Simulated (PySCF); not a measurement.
Spectrum to structure. Method used: PySCF, TDDFT CAM-B3LYP/def2-SVPD, vertical, gas phase, core orbitals frozen in the response. Geometries: PBE0-D3(BJ)/def2-SVP, one conformer each.

```
state  E (eV)  λ (nm)       f
   S1    7.29   170.0   0.026
   S2    8.26   150.1  0.0096
   S3    8.28   149.8   0.026
   S4    8.32   148.9   0.017
   S5    8.52   145.5   0.031
   S6    8.60   144.1   0.028
   S7    8.93   138.9  0.0060
   S8    9.07   136.6  0.0086
   S9    9.08   136.5   0.029
  S10    9.11   136.1   0.022
```

Triplets computed (Tamm–Dancoff): 7.08, 7.91, 8.06, 8.16 eV.

Orbital energies (eV): HOMO-3 -10.92, HOMO-2 -10.80, HOMO-1 -9.97, HOMO -9.16, LUMO 1.36, LUMO+1 1.58, LUMO+2 2.21.

Question: Which structure fits?
A. `COCCOCF`
B. `CC/C(=C/[SiH3])[Si@H](C)O`
C. `CCO[Si@@H](C)/C=C/[SiH3]`

Answer: A. Its S1, at 7.29 eV, is the highest among the candidates; the nearest of the others has S1 at 5.81 eV. S1 is HOMO→LUMO (79%), HOMO→LUMO+1 (10%). Löwdin shares by element: HOMO oxygen 58% or more, carbon 21% or more, hydrogen 5% or more (atoms not listed hold the other 16%); LUMO carbon 37% or more, hydrogen 15% or more (atoms not listed hold the other 48%). At the same level the other candidates give, for their lowest levels:
- `CC/C(=C/[SiH3])[Si@H](C)O`: 5.70 eV (f 0.003); 6.23 eV (f 0.350); 7.03 eV (f 0.001); 7.10 eV (f 0.009); 7.26 eV (f 0.007); T1 3.85 eV; HOMO -8.89, LUMO 0.18 eV
- `CCO[Si@@H](C)/C=C/[SiH3]`: 5.81 eV (f 0.002); 6.61 eV (f 0.330); 6.88 eV (f 0.307); 7.47 eV (f 0.003); 7.65 eV (f 0.001); T1 4.04 eV; HOMO -9.18, LUMO 0.24 eV

Shape of the structure used: `[CH3:1][O:2][CH2:3][CH2:4][O:5][CH2:6][F:7]`: C1–O2–C3–C4 180°, O2–C3–C4–O5 180°, C3–C4–O5–C6 178°, C4–O5–C6–F7 70°.
